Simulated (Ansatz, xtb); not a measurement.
ClF2OSi2: where a starting geometry ends

The starting geometry of this gas-phase doublet has its atoms placed at random.

| atom | x (Å) | y (Å) | z (Å) |
| --- | --- | --- | --- |
| Cl | -0.3749 | 0.0028 | 1.4255 |
| F | 1.0965 | -1.5640 | -1.0850 |
| F | 0.6263 | 1.2307 | -1.2094 |
| O | 0.9876 | -1.3373 | 1.3131 |
| Si | 0.5631 | 1.4137 | 0.3819 |
| Si | 1.9312 | -0.4193 | 0.1854 |

**Question.** One run relaxed it with r2SCAN-D4/def2-SVP. What is a likely outcome?

**Answer.** It ends as `O=[Si](F)[Si](F)Cl`. Distances that change by over a tenth: F2–Si6 (1.90 → 1.61 Å), O4–Si6 (1.73 → 1.53 Å). Contacts that open: Cl1–O4 (1.91 → 4.11 Å).

The energy falls by 5.80 eV over 22 steps:

```
step  E − E(last) (eV)
   1             5.804
   3             2.483
   6             0.963
   8             0.263
  10             0.100
  13             0.042
  15             0.028
  17             0.014
  20             0.000
  22             0.000
```

Final geometry (Å):

```xyz
6

Cl   -0.9448    1.2451    1.5747
F     2.1910   -1.2989   -1.1868
F    -0.0519    1.3724   -1.2846
O     1.6083   -1.9793    1.4784
Si    0.5610    1.0768    0.1891
Si    1.4661   -1.0894    0.2408
```

From the same start GFN2-xTB reaches the same bonding as this run.

From so rough a start the end depends on the optimiser's path, so another program may land elsewhere. No frequencies were run, so the end isn't proven a minimum. Open shells are spin-unrestricted. Run with Ansatz 0.2.0, 2.8 min on 2 threads of Intel(R) Xeon(R) Platinum 8488C (Sapphire Rapids), with other jobs on the host.
